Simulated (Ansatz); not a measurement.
Species: C$_{6}$H$_{12}$Cl, charge 0, multiplicity 2. It need not be the lowest isomer of its formula. 
Geometry from a B3LYP-D3(BJ)/def2-TZVP (Ansatz, a first-principles code) optimisation:
```xyz
19

C     -3.0254     0.1385    -0.4490
C     -2.0961    -0.7119     0.4236
C     -0.9092    -1.2245    -0.3108
C      0.4699    -1.2117     0.2427
C      1.3759    -0.1074    -0.3169
C      2.7963    -0.1764     0.2060
Cl     0.6678     1.5284     0.0878
H     -3.3787    -0.4306    -1.3119
H     -2.5012     1.0206    -0.8187
H     -3.9000     0.4686     0.1148
H     -2.6787    -1.5524     0.8339
H     -1.7658    -0.1287     1.2871
H     -1.0495    -1.5887    -1.3236
H      0.9810    -2.1567     0.0157
H      0.4488    -1.1144     1.3319
H      1.3618    -0.1358    -1.4053
H      3.4051     0.6290    -0.2026
H      2.8110    -0.1028     1.2942
H      3.2449    -1.1306    -0.0818
```
Charge 0, spin multiplicity 2.

Total electronic energies in hartree. Cores are frozen in the correlated levels unless marked. Open shells are spin-unrestricted. Spin-orbit coupling is left out. No relativistic terms. Basis-set limits of correlation are two-point, X^-3; Hartree-Fock from the larger set. [CCSD(T)-MP2]/basis is that difference in the basis named.

```csv
level,program,energy (Eh)
RI-HF/cc-pV(T+d)Z,Ansatz,-693.76215
SVWN5/def2-TZVPD,Ansatz,-692.39607
PBE-D3(BJ)/def2-TZVPD,Ansatz + dftd3,-695.60493
BLYP/def2-TZVPD,Ansatz,-695.96415
r2SCAN-D3(BJ)/def2-TZVPD,Ansatz + dftd3,-695.94249
PBE0-D4/def2-TZVPD,Ansatz + dftd4,-695.68445
BHLYP-D3(BJ)/def2-TZVPD,Ansatz + dftd3,-695.98285
r2SCANh-D4/def2-TZVPD,Ansatz + dftd4,-695.93364
r2SCAN0/def2-TZVPD,Ansatz,-695.91802
LC-wPBE/def2-TZVPD,Ansatz,-695.84561
MP2/6-31G*,Ansatz,-694.53520
RI-MP2/cc-pV(T+d)Z,Ansatz,-694.97138
CCSD/STO-3G,Ansatz,-686.38673
CCSD/6-31G*,Ansatz,-694.62111
"RI-MP2/CBS(cc-pV(T+d)Z,cc-pV(Q+d)Z)+[CCSD(T)-MP2]/cc-pV(T+d)Z",Ansatz,-695.2667
```

Totals of different functionals don't rank their quality; only differences between species are comparable.
